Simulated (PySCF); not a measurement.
SMILES C=C[CH2][GaH][C@@H]1CC[SiH2]1, C$_{6}$H$_{13}$GaSi

Molfile (atoms numbered from 1):
```
C6H13GaSi
     RDKit          3D

 21 21  0  0  0  0  0  0  0  0999 V2000
    3.9129    0.0194    0.8552 C   0  0  0  0  0  0  0  0  0  0  0  0
    3.3999   -0.4082   -0.2929 C   0  0  0  0  0  0  0  0  0  0  0  0
    2.2005   -1.2703   -0.3964 C   0  0  0  0  0  0  0  0  0  0  0  0
    0.5786    0.0290   -0.2319 Ga  0  0  0  0  0  3  0  0  0  0  0  0
   -1.4318   -0.2440   -0.5310 C   0  0  2  0  0  0  0  0  0  0  0  0
   -2.1361    1.1285   -0.6433 C   0  0  0  0  0  0  0  0  0  0  0  0
   -3.2304    0.9673    0.4299 C   0  0  0  0  0  0  0  0  0  0  0  0
   -2.4779   -0.6894    1.0109 Si  0  0  0  0  0  4  0  0  0  0  0  0
    3.4976   -0.2901    1.8034 H   0  0  0  0  0  0  0  0  0  0  0  0
    4.7794    0.6572    0.8922 H   0  0  0  0  0  0  0  0  0  0  0  0
    3.8410   -0.0823   -1.2294 H   0  0  0  0  0  0  0  0  0  0  0  0
    2.1451   -1.9757    0.4401 H   0  0  0  0  0  0  0  0  0  0  0  0
    2.1778   -1.8408   -1.3302 H   0  0  0  0  0  0  0  0  0  0  0  0
    0.9521    1.5086    0.2777 H   0  0  0  0  0  0  0  0  0  0  0  0
   -1.6391   -0.8979   -1.3837 H   0  0  0  0  0  0  0  0  0  0  0  0
   -2.5303    1.3348   -1.6396 H   0  0  0  0  0  0  0  0  0  0  0  0
   -1.4526    1.9477   -0.3747 H   0  0  0  0  0  0  0  0  0  0  0  0
   -3.2652    1.7860    1.1459 H   0  0  0  0  0  0  0  0  0  0  0  0
   -4.2212    0.8787   -0.0127 H   0  0  0  0  0  0  0  0  0  0  0  0
   -3.3205   -1.8858    0.9093 H   0  0  0  0  0  0  0  0  0  0  0  0
   -1.7887   -0.6556    2.3111 H   0  0  0  0  0  0  0  0  0  0  0  0
  1  2  2  0
  2  3  1  0
  3  4  1  0
  4  5  1  0
  5  6  1  0
  6  7  1  0
  7  8  1  0
  8  5  1  0
  1  9  1  0
  1 10  1  0
  2 11  1  0
  3 12  1  0
  3 13  1  0
  4 14  1  0
  5 15  1  6
  6 16  1  0
  6 17  1  0
  7 18  1  0
  7 19  1  0
  8 20  1  0
  8 21  1  0
M  END
```

Method: GIAO OPBE/3-21G magnetisability, rotational g tensor and spin-rotation constants, non-relativistic, gas phase (PySCF 2.14.0). Geometry: GFN2-xTB.

The calculation is non-relativistic, which matters for the atoms heavier than Zn.

**Question.** Give the nuclear spin-rotation constants along the inertial axes (H = +C I·J) beside the isotropic shieldings.

**Answer.** Rotational constants 3.3744, 0.5264, 0.5058 GHz. A star marks the isotopologue with that one atom substituted, in its own axes.
```tsv
atom	isotope	Caa (kHz)	Cbb (kHz)	Ccc (kHz)	mean (kHz)	σ (ppm)
Ga4	69Ga	4.370	0.674	0.614	1.886	1764.9
H9	1H	-0.257	0.002	-0.035	-0.097	27.6
H10	1H	-0.020	-0.037	-0.035	-0.031	27.8
H11	1H	-0.226	0.006	-0.038	-0.086	26.9
H12	1H	-0.380	0.012	-0.058	-0.142	30.8
H13	1H	-0.395	-0.060	0.013	-0.147	30.9
H14	1H	-0.191	-0.025	0.002	-0.071	25.6
H15	1H	-0.386	-0.065	0.016	-0.145	31.0
H16	1H	-0.322	-0.022	-0.026	-0.124	30.3
H17	1H	-0.215	-0.042	-0.017	-0.091	29.6
H18	1H	-0.400	-0.059	0.010	-0.150	31.4
H19	1H	-0.010	-0.059	-0.046	-0.038	31.1
H20	1H	-0.215	-0.028	-0.021	-0.088	28.2
H21	1H	-0.251	-0.034	-0.011	-0.099	28.3
C1	13C*	0.804	0.128	0.101	0.344	110.5
C2	13C*	0.837	0.149	0.121	0.369	91.4
C3	13C*	0.379	0.062	0.067	0.169	181.0
C5	13C*	0.345	0.039	0.064	0.149	193.9
C6	13C*	0.366	0.068	0.066	0.167	179.4
C7	13C*	0.338	0.044	0.054	0.145	196.4
Si8	29Si*	-1.469	-0.265	-0.236	-0.657	479.8
```
For the geometry as given, no vibrational averaging.
